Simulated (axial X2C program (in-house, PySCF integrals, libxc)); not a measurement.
**AuSi⁺ along the bond: HF, two-component**

All values were computed with an in-house relativistic program for diatomic molecules. Two-component (2c) means X2C with spin–orbit coupling and atomic mean-field two-electron Coulomb and Gaunt terms. Basis: Au dyall-cv3z [13s14p9d6f4g], Si dyall-v3z [8s7p2d1f] (cores contracted in-house); Gaussian nuclei, density fitting, unrestricted open shells. Masses: Au 196.967 u, Si 27.977 u.

State: Ω = 0 (closed shell). Dipoles are positive if Si is the positive end and refer to the centre of mass.

Results along the bond:

```json
{"R (Å)": "1.917", "μ (D)": "2.274", "HOMO (eV)": "-14.53", "LUMO (eV)": "-5.90"}
{"R (Å)": "2.006", "μ (D)": "2.603", "HOMO (eV)": "-14.54", "LUMO (eV)": "-5.88"}
{"R (Å)": "2.072", "μ (D)": "2.881", "HOMO (eV)": "-14.52", "LUMO (eV)": "-5.88"}
{"R (Å)": "2.138", "μ (D)": "3.177", "HOMO (eV)": "-14.49", "LUMO (eV)": "-5.87"}
{"R (Å)": "2.204", "μ (D)": "3.481", "HOMO (eV)": "-14.45", "LUMO (eV)": "-5.87"}
{"R (Å)": "2.281", "μ (D)": "3.837", "HOMO (eV)": "-14.38", "LUMO (eV)": "-5.87"}
{"R (Å)": "2.358", "μ (D)": "4.184", "HOMO (eV)": "-14.30", "LUMO (eV)": "-5.87"}
{"R (Å)": "2.458", "μ (D)": "4.602", "HOMO (eV)": "-14.17", "LUMO (eV)": "-5.87"}
{"R (Å)": "2.579", "μ (D)": "5.052", "HOMO (eV)": "-14.00", "LUMO (eV)": "-5.85"}
```

The state is a single determinant with fixed occupations, the lowest that a limited PBE0 search found. Closed shells are restricted here (equal orbitals for both partners); the stretched side of such a curve lies too high.
